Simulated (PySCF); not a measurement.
**Spinor energies of Hf⁵⁴⁺ (hafnium, charge +54)**

Start: [Ar]. Calculated with PySCF 2.14 in an even-tempered Gaussian basis (18 s from 15 bohr⁻², ratio 2.4; 14 p from 20 bohr⁻², ratio 2.4; 4 d from 74 bohr⁻², ratio 2.6; 4 f from 110 bohr⁻², ratio 2.6): generalised Hartree-Fock with the X2C-1e Hamiltonian and a Gaussian nucleus; one run each with spin-orbit coupling (SO) switched off, then screened by Boettger's factors.

```
spinor shell  electrons  ε, spin-free (eV)  ε, screened SO (eV)  weight of nominal j (screened SO)  rms radius, screened SO (bohr)
       1s1/2          2           -69551.0             -69534.1                              1.000                          0.0215
       2s1/2          2           -15113.1             -15108.2                              1.000                          0.0859
       2p1/2          2           -13744.6             -14608.6                              1.000                          0.0730
       3s1/2          2            -5871.7              -5870.2                              1.000                           0.208
       3p1/2          2            -5446.3              -5665.1                              1.000                           0.198
       3p3/2          4            -5446.3              -5355.2                              1.000                           0.210
```

Task: Where does 2p3/2 lie, and what is the 2p spin-orbit splitting (screened SO)?

Result: At -13390.9 eV, 1217.7 eV above 2p1/2.

```tsv
quantity	spin-free	screened SO
E (hartree)	-12157.90640	-12173.32817
M_J	0	0
⟨J²⟩	0.000	0.000
⟨L²⟩	0.000	0.049
⟨S²⟩	0.000	0.049
```

Breit and QED terms are absent; they matter most for the inner s and p1/2 levels.

Densities and radii are taken from the X2C orbitals without a picture-change correction, which distorts them close to the nucleus.

Without spin-orbit coupling the j labels of p, d and f shells carry no meaning; the spin-free column gives the mean over the occupied spinors of each nl shell.
